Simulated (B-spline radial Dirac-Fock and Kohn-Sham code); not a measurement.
## Auger decay of the M4 hole in Er

System: the Er atom, [Xe] 4f12 6s2.

The run's input, task.json:

```json
{"items": [{
  "Z": 68,
  "q": 0,
  "cfg": [[1, 0, 2], [2, 0, 2], [2, 1, 6], [3, 0, 2], [3, 1, 6], [3, 2, 10], [4, 0, 2], [4, 1, 6], [4, 2, 10], [4, 3, 12], [5, 0, 2], [5, 1, 6], [6, 0, 2]],
  "A": 166,
  "rrms": 5.2516,
  "do": ["binding", "quiet", "decay"],
  "holes": ["K", "L1", "L2", "L3", "M1", "M2", "M3", "M4", "M5", "N1", "N2", "N3", "N4", "N5"]
}]}
```

Launch: `python xray_run.py task.json out`

Calculated with a radial finite-basis atomic code, using independent-particle rates on relativistic LDA orbitals of the hole state (multipoles up to L = 3, Coulomb Auger matrix elements, transition energies from Dirac-Fock). Kinetic energies are configuration averages from the vacuum level; the two-hole energies are estimated from single-hole states.

| transition | kinetic energy (eV) | width (meV) | share (%) |
| --- | --- | --- | --- |
| M4-M5N6 | 16.21 | 758 | 35.5 |
| M4-M5N7 | 17.86 | 109 | 5.1 |
| M4-N2N3 | 734.8 | 11.3 | 0.5 |
| M4-N1N4 | 791.2 | 75.3 | 3.5 |
| M4-N1N5 | 799.1 | 9.39 | 0.4 |
| M4-N2N4 | 880.7 | 64.8 | 3.0 |
| M4-N3N4 | 920.8 | 137 | 6.4 |
| M4-N1N6 | 970.1 | 19.8 | 0.9 |
| M4-N2N6 | 1057.3 | 12.4 | 0.6 |
| M4-N4N4 | 1064.1 | 118 | 5.5 |
| M4-N4N5 | 1071.4 | 238 | 11.2 |
| M4-N3N6 | 1100.1 | 7.18 | 0.3 |
| M4-N4O1 | 1193.3 | 11.1 | 0.5 |
| M4-N4O2 | 1220.3 | 8.53 | 0.4 |
| M4-N4O3 | 1226.0 | 16.9 | 0.8 |
| M4-N4N6 | 1244.5 | 79.9 | 3.7 |
| M4-N4N7 | 1244.7 | 100 | 4.7 |
| M4-N5N6 | 1251.3 | 83.5 | 3.9 |
| M4-N6N6 | 1422.4 | 53.6 | 2.5 |
| M4-N6N7 | 1423.6 | 156 | 7.3 |

Coster-Kronig rates are the weakest part of this model and often come out 1.5 to 2.5 times too large. The listed channels hold 97 % of the non-radiative rate. Summed by principal shells, of 2.13 eV in all: MNN 56.9 %, MMN 40.6 %, MNO 2.3 %.
